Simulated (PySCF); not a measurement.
germyloxygermane (Ge₂H₆O), SMILES [GeH3][O][GeH3].

Geometry: r2SCAN-D4/def2-SVP.

The numbers are results of PySCF with TDDFT-PBE/def2-SVPD, not measurements.

Vertical excitations. Isolated molecule, no solvent. State labels are in the subgroup C2v.

| state | symmetry | energy (eV) | λ (nm) | f | main pairs |
|---|---|---|---|---|---|
| S1 | B2 | 5.60 | 221 | 0.003 | HOMO→LUMO 99 % |
| S2 | A1 | 6.13 | 202 | 0.006 | HOMO−1→LUMO 98 % |
| S3 | B2 | 6.26 | 198 | 0.030 | HOMO→LUMO+1 98 % |
| S4 | A2 | 6.77 | 183 | 0.000 | HOMO→LUMO+2 98 % |
| S5 | A1 | 6.81 | 182 | 0.055 | HOMO−1→LUMO+1 97 % |
| S6 | B2 | 6.99 | 177 | 0.017 | HOMO→LUMO+3 99 % |
| S7 | B1 | 7.11 | 174 | 0.012 | HOMO−2→LUMO 99 % |
| S8 | A2 | 7.17 | 173 | 0.000 | HOMO−3→LUMO 94 % |
| S9 | A2 | 7.25 | 171 | 0.000 | HOMO→LUMO+4 94 % |
| S10 | B1 | 7.27 | 171 | 0.013 | HOMO−1→LUMO+2 95 % |
| T1 | B2 | 5.28 | 235 | 0 | HOMO→LUMO 100 % |
| T2 | A1 | 5.74 | 216 | 0 | HOMO−1→LUMO 99 % |
| T3 | B2 | 6.10 | 203 | 0 | HOMO→LUMO+1 98 % |
| T4 | A1 | 6.54 | 190 | 0 | HOMO−1→LUMO+1 98 % |
Triplets are in the Tamm–Dancoff approximation, which puts them higher than full response would, so one can lie above its singlet here.
